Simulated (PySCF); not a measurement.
KF, SMILES [K][F].

Geometry optimised at PBE0-D3(BJ)/def2-TZVPD.

All values below come from TDDFT-LC-ωPBE/def2-TZVPD run with PySCF.

Vertical excitations; the highest root listed may be one member of a degenerate set.  State labels are in the subgroup C2v.

Computed UV-visible absorptions:
| state | symmetry | energy (eV) | λ (nm) | f | main pairs |
|---|---|---|---|---|---|
| S1 | A1 | 5.53 | 224 | 0.026 | HOMO−2→LUMO 67 %, HOMO−2→LUMO+3 18 % |
| S2 | B2 | 5.53 | 224 | 0.018 | HOMO→LUMO, HOMO→LUMO+3 (degenerate set) |
| S3 | B1 | 5.53 | 224 | 0.018 | HOMO−1→LUMO, HOMO−1→LUMO+3 (degenerate set) |
| S4 | B1 | 6.76 | 183 | 0.002 | HOMO−2→LUMO+1 (degenerate set) |
| S5 | B2 | 6.76 | 183 | 0.002 | HOMO−2→LUMO+2 (degenerate set) |
| S6 | A1 | 6.77 | 183 | 0.000 | HOMO−1→LUMO+1 43 %, HOMO→LUMO+2 43 % |
| S7 | A2 | 6.78 | 183 | 0.000 | HOMO−1→LUMO+2 43 %, HOMO→LUMO+1 43 % |
| S8 | A2 | 6.79 | 182 | 0.000 | HOMO→LUMO+1 43 %, HOMO−1→LUMO+2 43 % |
| S9 | A1 | 6.85 | 181 | 0.001 | HOMO→LUMO+2 39 %, HOMO−1→LUMO+1 39 %, HOMO−2→LUMO+3 9 % |
| S10 | B1 | 6.97 | 178 | 0.030 | HOMO−1→LUMO+3 61 %, HOMO−1→LUMO 21 %, HOMO−1→LUMO+12 10 % |
| T1 | A1 | 5.43 | 228 | 0 | HOMO−2→LUMO 66 %, HOMO−2→LUMO+3 17 % |
| T2 | B1 | 5.46 | 227 | 0 | HOMO−1→LUMO, HOMO−1→LUMO+3 (degenerate set) |
| T3 | B2 | 5.46 | 227 | 0 | HOMO→LUMO, HOMO→LUMO+3 (degenerate set) |
| T4 | A1 | 6.67 | 186 | 0 | HOMO−1→LUMO+1 41 %, HOMO→LUMO+2 41 % |
Triplets are in the Tamm–Dancoff approximation, which puts them higher than full response would, so one can lie above its singlet here.
